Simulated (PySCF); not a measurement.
The vertical singlet excitations below were computed for one of the candidates. Theory: TDDFT PBE0/def2-SVPD, vertical, gas phase, core orbitals frozen in the response in PySCF. Geometries: GFN2-xTB, one conformer each.

```tsv
state	λ (nm)	f
S1	205.6	0.0006
S2	155.2	0.033
S3	152.1	0.050
S4	142.3	0.018
S5	141.9	0.022
S6	141.2	0.012
```

Question: Which candidate is it? All have the formula C4H3F3O2.
A. `O=C1CO[C@@]1(F)C(F)F`
B. `O=C1C[C@H](C(F)(F)F)O1`
C. `C=C(C=O)OC(F)(F)F`

Answer: B. Its S1, at 6.03 eV, is the highest among the candidates; the nearest of the others has S1 at 4.08 eV. S1 is HOMO→LUMO (98%). Löwdin shares by element: HOMO oxygen 72%, carbon 24% or more; LUMO carbon 46% or more, oxygen 44%. At the same level the other candidates give, for their lowest levels:
- `C=C(C=O)OC(F)(F)F`: 332 nm (f 0.000); 230 nm (f 0.141); 163 nm (f 0.000); 158 nm (f 0.000); 156 nm (f 0.011); T1 3.16 eV; HOMO -8.40, LUMO -2.57 eV
- `O=C1CO[C@@]1(F)C(F)F`: 304 nm (f 0.001); 210 nm (f 0.001); 171 nm (f 0.014); 168 nm (f 0.002); 164 nm (f 0.014); T1 3.46 eV; HOMO -8.39, LUMO -2.13 eV

The values belong to the conformer `[O:1]=[C:2]1[CH2:3][C@H:4]([C:5]([F:6])([F:7])[F:8])[O:9]1`: C3–C4–C5–F6 69°.
Triplets come from the Tamm–Dancoff approximation.
